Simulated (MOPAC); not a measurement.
Input for MOPAC: PM3 on CN2O (a complex), monomers drawn apart or pushed together.

```
PM3 1SCF PRECISE CHARGE=0 THREADS=1
CN2O

C      0.68787463 1    -0.17168019 1    -0.67007106 1
O     -0.27296293 1     0.09222424 1    -0.14784971 1
N      0.26321278 1    -0.02361876 1     4.41993529 1
N     -0.71937979 1     0.09877121 1     4.87751563 1
```

The log:

```
*******************************************************************************
 **                                                                           **
 **                              MOPAC v23.2.5                                **
 **                                                                           **
 *******************************************************************************
 ** MOPAC's Digital Object Identifier: https://doi.org/10.5281/zenodo.6511958 **
 **                                                                           **
 ** Please cite the open-source release paper for use of this MOPAC version:  **
 ** J. E. Moussa and J. J. P. Stewart (2026)                                  **
 ** MOPAC: An open-source semiempirical molecular orbital program             **
 ** J. Open Source Softw., 11(119), 8025, https://doi.org/10.21105/joss.08025 **
 *******************************************************************************

                              PM3 CALCULATION RESULTS

 *******************************************************************************
 *  PM3        - The PM3 Hamiltonian to be used
 *
 *
 *
 *                 CHARGE ON SYSTEM = 0
 *
 *
 *
 *  PRECISE    - TIGHTER CRITERIA TO BE USED
 *  1SCF       - DO 1 SCF AND THEN STOP
 *  THREADS=1  - MULTI-THREADING NOT USED
 *  T=         - A TIME OF 172800.0 SECONDS REQUESTED
 *  DUMP=N     - RESTART FILE WRITTEN EVERY 7200.0 SECONDS REQUESTED
 *******************************************************************************
PM3 1SCF PRECISE CHARGE=0 THREADS=1
 CN2O

   ATOM   CHEMICAL          X               Y               Z
  NUMBER   SYMBOL      (ANGSTROMS)     (ANGSTROMS)     (ANGSTROMS)

     1       C          0.68787463  *  -0.17168019  *  -0.67007106  *
     2       O         -0.27296293  *   0.09222424  *  -0.14784971  *
     3       N          0.26321278  *  -0.02361876  *   4.41993529  *
     4       N         -0.71937979  *   0.09877121  *   4.87751563  *



          CARTESIAN COORDINATES

    NO.       ATOM           X           Y           Z

     1         C          0.6879     -0.1717     -0.6701
     2         O         -0.2730      0.0922     -0.1478
     3         N          0.2632     -0.0236      4.4199
     4         N         -0.7194      0.0988      4.8775

  C: (PM3): J. J. P. STEWART, J. COMP. CHEM. 10, 209 (1989).
  N: (PM3): J. J. P. STEWART, J. COMP. CHEM. 10, 209 (1989).
  O: (PM3): J. J. P. STEWART, J. COMP. CHEM. 10, 209 (1989).

           Empirical Formula: C N2 O  =     4 atoms



      MOLECULAR POINT GROUP   :   Cs


      RHF CALCULATION, NO. OF DOUBLY OCCUPIED LEVELS = 10


 -------------------------------------------------------------------------------
 PM3 1SCF PRECISE CHARGE=0 THREADS=1
 CN2O



     1SCF WAS SPECIFIED, SO BFGS WAS NOT USED
     SCF FIELD WAS ACHIEVED


                              PM3 CALCULATION
                                                       MOPAC v23.2.5 Linux




          FINAL HEAT OF FORMATION =         -1.99760 KCAL/MOL =      -8.35796 KJ/MOL


          COSMO AREA              =        112.15 SQUARE ANGSTROMS
          COSMO VOLUME            =         82.31 CUBIC ANGSTROMS

          IONIZATION POTENTIAL    =         13.007461 EV
          HOMO LUMO ENERGIES (EV) =        -13.007  0.614
          NO. OF FILLED LEVELS    =         10
          MOLECULAR WEIGHT        =         56.0238         POINT GROUP:  Cs

          MOLECULAR DIMENSIONS (Angstroms)

            Atom       Atom       Distance
            N     4    C     1     5.72968
            N     3    O     2     1.67344
            C     1    O     2     0.07158


          SCF CALCULATIONS        =          1





   ATOM   CHEMICAL          X               Y               Z
  NUMBER   SYMBOL      (ANGSTROMS)     (ANGSTROMS)     (ANGSTROMS)

     1       C          0.68787463  *  -0.17168019  *  -0.67007106  *
     2       O         -0.27296293  *   0.09222424  *  -0.14784971  *
     3       N          0.26321278  *  -0.02361876  *   4.41993529  *
     4       N         -0.71937979  *   0.09877121  *   4.87751563  *

                             CARTESIAN COORDINATES

   1    C        0.687874630    -0.171680190    -0.670071060
   2    O       -0.272962930     0.092224240    -0.147849710
   3    N        0.263212780    -0.023618760     4.419935290
   4    N       -0.719379790     0.098771210     4.877515630


           Empirical Formula: C N2 O  =     4 atoms



      MOLECULAR POINT GROUP   :   Cs


                  EIGENVALUES
 -40.30622 -32.66747 -20.70589 -16.28969 -16.28908 -15.59108 -15.59058 -15.28561
 -13.81767 -13.00746   0.61400   0.61450   1.06251   1.06368   6.12067   6.42251


              NET ATOMIC CHARGES AND DIPOLE CONTRIBUTIONS

  ATOM NO.   TYPE          CHARGE      No. of ELECS.   s-Pop       p-Pop
    1          C           0.157468        3.8425     1.83746     2.00507
    2          O          -0.157468        6.1575     1.81466     4.34281
    3          N          -0.002184        5.0022     1.77584     3.22634
    4          N           0.002184        4.9978     1.77565     3.22217
 DIPOLE           X         Y         Z       TOTAL
 POINT-CHG.     0.716    -0.198    -0.390     0.840
 HYBRID        -0.921     0.254     0.503     1.079
 SUM           -0.204     0.056     0.113     0.240


          ATOMIC ORBITAL ELECTRON POPULATIONS

     Atom    s        px        py        pz
    1  C   1.83746   0.82528   0.55799   0.62180
    2  O   1.81466   1.42813   1.46115   1.45352
    3  N   1.77584   1.18212   1.00375   1.04047
    4  N   1.77565   1.18156   1.00189   1.03871

 **********************
 *                    *
 * JOB ENDED NORMALLY *
 *                    *
 **********************




 == MOPAC DONE ==
```

The run finished.

Cost: around 0.03 core-seconds (rough).
